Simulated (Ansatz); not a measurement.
One geometry of (HBe-mu-NH2)2 (Be2N2H6), several levels of theory.

```yaml
crystal:
  periodic: [false, false, false]
  atoms:
    - {symbol: Be, position_ang: [0.624351, 0.801316, -0.477860]}
    - {symbol: H, position_ang: [1.304921, 1.943621, -0.748727]}
    - {symbol: N, position_ang: [1.013035, -0.583554, 0.403745]}
    - {symbol: Be, position_ang: [-0.639241, -0.547854, 0.742644]}
    - {symbol: H, position_ang: [-1.365615, -0.907768, 1.830876]}
    - {symbol: N, position_ang: [-1.000693, 0.372440, -0.624303]}
    - {symbol: H, position_ang: [1.707629, -0.570455, 1.137386]}
    - {symbol: H, position_ang: [1.258006, -1.361463, -0.202599]}
    - {symbol: H, position_ang: [-1.736733, 1.064608, -0.621194]}
    - {symbol: H, position_ang: [-1.165660, -0.210890, -1.439979]}
basis:
  gaussian: {orbitals: def2-TZVP, initial_orbitals: start.molden}
magnetization: {spin_polarized: true, initial_magnetization: 2}
hamiltonian: {xc: r2scan, dispersion: d4}
scf: {omitted_lower_state_checks: [starts]}
output: {orbitals: {seedname: orbitals}}
```

The file start.molden holds the orbitals of an earlier run on this structure, at another level or in another basis.

```sh
$ ansatz run in.yaml --threads 4 --pin off --events-out ev --progress --plain --max-ram 3916MiB
```

Output, abridged:

```
Functional definition: r2SCAN
856 factors; their error is unknown
mean field evaluation 1: about -3877.5654 eV, gradient 2.8e0 eV
mean field evaluation 2: about -3877.5955 eV, gradient 3.4e-2 eV
mean field evaluation 4: about -3877.5841 eV, gradient 3.2e-4 eV
mean field evaluation 8: about -3877.5841 eV, gradient 1.6e-5 eV
mean field -3877.58410760 eV, -142.4985876335 hartree, gradient 8.3e-6 eV, S^2 2.006061; 0 other end points of the search recorded, 0 dependent functions left out
reference -3877.58413018 eV, -142.4985884632 hartree; 15, 13 occupied and 121, 123 virtual orbitals, 856 factors
Total energy: -3877.62899187 eV, -142.5002370999 hartree
Checks for a lower state left out: starts
```

It took 9 s on 4 threads of Intel Xeon on a shared host.

As the first input, with `hamiltonian: {xc: pbe, dispersion: d4}` (abridged; 3.4 s):

```
Functional definition: PBE
mean field -3874.41432809 eV, -142.3821003849 hartree, gradient 2.0e-5 eV, S^2 2.002462
Total energy: -3874.59223966 eV, -142.3886385147 hartree
Checks for a lower state left out: starts
```

As the first input, with `gaussian: {orbitals: def2-TZVP}`, `hamiltonian: {xc: pbe0, dispersion: d4}` (abridged; 8 s):

```
Functional definition: PBE0
mean field evaluation 16: about -3874.5360 eV, gradient 8.9e-4 eV
mean field -3874.53604234 eV, -142.3865733011 hartree, gradient 7.6e-6 eV, S^2 2.006407
Total energy: -3874.68457629 eV, -142.3920318233 hartree
Checks for a lower state left out: starts
```

Geometry: PBE0-D4/def2-TZVP, that of the neutral singlet.

At PBE0-D4/def2-TZVP a singlet of charge 0 lies 5.24 eV below the triplet at the same geometry.
